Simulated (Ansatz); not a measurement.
## A cut through the energy surface

AuNH₄S (SMILES [NH3+][Au-][SH]), closed shell, at its PBE0-D4/def2-TZVP minimum:

| atom | x (Å) | y (Å) | z (Å) |
| --- | --- | --- | --- |
| N1 | -1.0429 | 0.6504 | -0.7301 |
| Au2 | 0.3430 | -0.3573 | 0.5286 |
| S3 | 1.7630 | -1.4283 | 1.9065 |
| H4 | -1.7564 | 0.0159 | -1.0719 |
| H5 | -0.5695 | 1.0510 | -1.5326 |
| H6 | -1.5033 | 1.4039 | -0.2312 |
| H7 | 2.8273 | -1.4037 | 1.0848 |

The bond length Au2–S3 (2.250 Å at the minimum) is set to the values below, the two halves moving rigidly along the bond. Each method's energies count from its own value at the PBE0-D4 minimum structure. Ansatz 0.2.0; basis: def2-TZVPP; cores frozen in the correlated methods. Filled d shells of the heavier atoms are correlated. Core potentials replace the inner electrons of the atoms past krypton. B3LYP uses VWN-RPA correlation.

```json
{"bond length (Å)": "1.980", "CCSD(T) (eV)": "0.874", "B3LYP-D4 (eV)": "0.940", "r2SCAN-D4 (eV)": "0.796"}
{"bond length (Å)": "2.058", "CCSD(T) (eV)": "0.392", "B3LYP-D4 (eV)": "0.445", "r2SCAN-D4 (eV)": "0.346"}
{"bond length (Å)": "2.173", "CCSD(T) (eV)": "0.054", "B3LYP-D4 (eV)": "0.078", "r2SCAN-D4 (eV)": "0.041"}
{"bond length (Å)": "2.307", "CCSD(T) (eV)": "0.022", "B3LYP-D4 (eV)": "0.003", "r2SCAN-D4 (eV)": "0.027"}
{"bond length (Å)": "2.455", "CCSD(T) (eV)": "0.240", "B3LYP-D4 (eV)": "0.169", "r2SCAN-D4 (eV)": "0.249"}
{"bond length (Å)": "2.615", "CCSD(T) (eV)": "0.619", "B3LYP-D4 (eV)": "0.494", "r2SCAN-D4 (eV)": "0.621"}
{"bond length (Å)": "2.785", "CCSD(T) (eV)": "1.078", "B3LYP-D4 (eV)": "0.904", "r2SCAN-D4 (eV)": "1.069"}
{"bond length (Å)": "2.963", "CCSD(T) (eV)": "1.554", "B3LYP-D4 (eV)": "1.341", "r2SCAN-D4 (eV)": "1.535"}
{"bond length (Å)": "3.150", "CCSD(T) (eV)": "2.013", "B3LYP-D4 (eV)": "1.772", "r2SCAN-D4 (eV)": "1.987"}
```

Minimum and curvature along this coordinate at CCSD(T): A fifth-order fit through the nearest points gives 2.251 Å, with a curvature of about 16 eV/Å².

Question: Treat the two halves as rigid bodies and work out the harmonic wavenumber of this stretch from that curvature (ν̃ = 521.5 √(k/μ) cm⁻¹ with k in eV/Å² and μ in u).

Answer: The halves weigh 214.00 and 33.07 u, so μ = 214.00 × 33.07/247.07 = 28.644 u and ν̃ = 521.5 √(16/28.644) ≈ 390 cm⁻¹. A true normal mode mixes in other motions, so this is a guide only.

Largest difference from the CCSD(T) curve over the scan: PBE-D4 0.176; PBE0-D4 0.054; wB97M-V 0.046; HF 0.358 eV. Each curve counts from its own value at the minimum.

T1 diagnostic: at most 0.024.

For scale, one of the runs: CCSD(T)/def2-TZVPP, 185 basis functions (an equivalent command: `ansatz run in.yaml --threads 4`). Time: 61 s of wall clock on 4 CPU threads; the host was shared. Peak host memory: 2.2 GiB.
